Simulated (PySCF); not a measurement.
**C2H7FOSi**

The system: C2H7FOSi, a small molecule; neutral, singlet. The structure, one conformer, was relaxed in the gas phase by PBE0-D3(BJ)/def2-SVP. No frequency run checks that it is a minimum.

SMILES: C[Si](C)(O)F

```csv
atom,x (Å),y (Å),z (Å)
Si1,-0.295,0.217,0.329
C2,1.526,0.498,0.073
C3,-0.943,-1.346,-0.422
F4,-0.520,0.152,1.946
O5,-1.215,1.459,-0.272
H6,1.863,1.418,0.577
H7,2.111,-0.338,0.488
H8,1.767,0.587,-0.997
H9,-0.761,-1.365,-1.507
H10,-2.027,-1.432,-0.255
H11,-0.455,-2.226,0.024
H12,-1.009,2.347,0.035
```

Shieldings: GIAO PBE0/pcSseg-2. Shifts are against computed references at the same level: C TMS (σ 184.1 ppm), H TMS (σ 31.24 ppm), Si TMS (σ 341.3 ppm). Core levels by delta-SCF with SCAN, pcX-2 on the ionised atom and pcseg-1 elsewhere, spin-free X2C (2p3/2 is the spin-free 2p value less a third of a first-order spin-orbit splitting); from the vacuum level, for chosen atoms.

Problem. Give the NMR and core-level values of the distinct atoms.

Solution. 
```json
{"atoms": "Si1", "bonded to": "2 C + 1 F + 1 O", "σ (ppm)": "330.4", "δ (ppm)": "10.9", "core level (eV)": "2p3/2 107.84"}
{"atoms": "C2", "bonded to": "1 Si + 3 H", "σ (ppm)": "185.4", "δ (ppm)": "-1.3", "core level (eV)": "1s 290.48"}
{"atoms": "C3", "bonded to": "1 Si + 3 H", "σ (ppm)": "187.5", "δ (ppm)": "-3.4", "core level (eV)": "1s 290.43"}
{"atoms": "F4", "bonded to": "1 Si", "σ (ppm)": "314.7", "δ (ppm)": "-", "core level (eV)": "1s 691.87"}
{"atoms": "O5", "bonded to": "1 Si + 1 H", "σ (ppm)": "261.6", "δ (ppm)": "-", "core level (eV)": "1s 538.68"}
{"atoms": "H6 H7 H8", "bonded to": "1 C", "σ (ppm)": "31.09", "δ (ppm)": "0.15", "core level (eV)": "-"}
{"atoms": "H9 H10 H11", "bonded to": "1 C", "σ (ppm)": "31.05", "δ (ppm)": "0.20", "core level (eV)": "-"}
{"atoms": "H12", "bonded to": "1 O", "σ (ppm)": "29.57", "δ (ppm)": "1.68", "core level (eV)": "-"}
```

Values are those of this one static structure, with the three H of a rotating XH3 group averaged; atoms that internal rotation interchanges would show their mean in an NMR spectrum.

Problem. By CAM-B3LYP/def2-SVPD (TDDFT singlets, Tamm-Dancoff triplets, ionisation by delta-SCF), where does absorption start, and what does vertical ionisation take?

Solution. The lowest singlet lies at 7.88 eV (f 0.070), the strongest of the first 6 at 9.27 eV (f 0.074), the lowest triplet at 7.59 eV; vertical ionisation takes 11.02 eV.

The 3 runs behind this took 91 s in all, one thread each of Intel Xeon 6975P-C on a shared host, launched as `OMP_NUM_THREADS=1 python cluster_run.py task.json out`.
